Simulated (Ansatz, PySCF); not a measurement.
This PySCF input computes a PBE0/def2-TZVPD energy:

```python
from pyscf import gto, scf, dft

mol = gto.M(
    atom='''
    Si    0.23221123   -0.14228547    0.35668380
    F    -0.90078658   -0.95744892   -0.40825915
    F     0.39676744    1.26628240   -0.36593023
    H     1.49823902   -0.87873003    0.23656190
    H    -0.21302390    0.09122531    1.73756926
    ''',
    basis='def2-tzvpd',
    charge=0,
    spin=0,
    verbose=4,
)

mf = dft.RKS(mol, xc='pbe0').density_fit(auxbasis='def2-universal-jkfit')
mf.grids.level = 3
mf.conv_tol = 1e-9
mf.max_cycle = 100
mf.max_memory = 1500
mf.kernel()
if not mf.converged:
    mf = mf.newton()
    mf.kernel(mf.make_rdm1())
mf.analyze()
```

Q: Write an input for the same energy in Ansatz (a first-principles code) and say what it gives.

A: 
Ansatz 0.2 input:
```yaml
crystal:
  periodic: [false, false, false]
  atoms:
    - {symbol: Si, position_ang: [0.23221123, -0.14228547, 0.35668380]}
    - {symbol: F, position_ang: [-0.90078658, -0.95744892, -0.40825915]}
    - {symbol: F, position_ang: [0.39676744, 1.26628240, -0.36593023]}
    - {symbol: H, position_ang: [1.49823902, -0.87873003, 0.23656190]}
    - {symbol: H, position_ang: [-0.21302390, 0.09122531, 1.73756926]}
basis:
  gaussian:
    orbitals: def2-TZVPD
hamiltonian:
  xc: {name: PBE0}
output: {forces: true}
```
It gives -490.29245 Eh, and PySCF -490.29249 Eh, a difference of 0.04 mEh, from the treatment of integrals and grids.
